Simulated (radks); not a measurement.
Question: These are the eigenvalues of the occupied orbitals of an atom or ion with whole-number occupations (eV). Method: non-relativistic Kohn-Sham, exchange-only PBE, spin-polarised, spherical densities, point nucleus; computed with a radial shooting solver on a logarithmic mesh with Libxc functionals.

orbital  eigenvalue
1s up     -709.0081
1s down   -705.9511
2s up      -69.4634
2s down    -61.3914
2p up      -50.8104

Which element is it, and in what charge state? The configuration may be excited. Open shells, if any, are filled with parallel spins first.

Answer: Z = 9, fluorine, charge +2: F2+ in [He] 2s2 2p3. The list shows which subshells hold electrons but not how many an open one holds; the 1s level, -26.056 hartree, gives Z - s = 7.2 by -(Z - s)^2/2, which with screening narrows Z to a few neighbours, and the depths of the outer levels then fix element, charge and occupations together.
